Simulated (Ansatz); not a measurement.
Ansatz (a program for electronic structure) input:
A basis named .json is the Basis Set Exchange file of that set.

Ansatz 0.2 input:
```yaml
crystal:
  periodic: [false, false, false]
  atoms:
    - {symbol: C, position_ang: [1.81167815, -0.80049929, -0.72724910]}
    - {symbol: Si, position_ang: [0.42727411, 0.02288773, 0.18003562]}
    - {symbol: Cl, position_ang: [0.25714706, 1.95201040, -0.55711269]}
    - {symbol: Cl, position_ang: [0.86844822, 0.16377318, 2.19132509]}
    - {symbol: N, position_ang: [-1.05736707, -0.81257428, 0.06591794]}
    - {symbol: Si, position_ang: [-1.91781358, -1.27111600, -1.37187603]}
    - {symbol: H, position_ang: [1.97800350, -1.80154054, -0.32670503]}
    - {symbol: H, position_ang: [2.73018920, -0.22192863, -0.62696358]}
    - {symbol: H, position_ang: [1.57272551, -0.88300663, -1.78876328]}
    - {symbol: H, position_ang: [-1.56952901, -0.87559173, 0.93592165]}
    - {symbol: H, position_ang: [-0.97111937, -1.12443740, -2.49815559]}
    - {symbol: H, position_ang: [-2.37186220, -2.67771475, -1.27551787]}
    - {symbol: H, position_ang: [-3.10447454, -0.41788958, -1.61359225]}
basis:
  gaussian:
    orbitals: aug-cc-pV_D+d_Z.json
magnetization: {spin_polarized: false}
correlation: {method: ccsd_t, electrons: outside_noble_gas}
output: {forces: true}
```

Question: Predict the final energy.

Answer: -1594.42134 Eh (CCSD(T)/aug-cc-pV(D+d)Z). The basis has 237 functions.
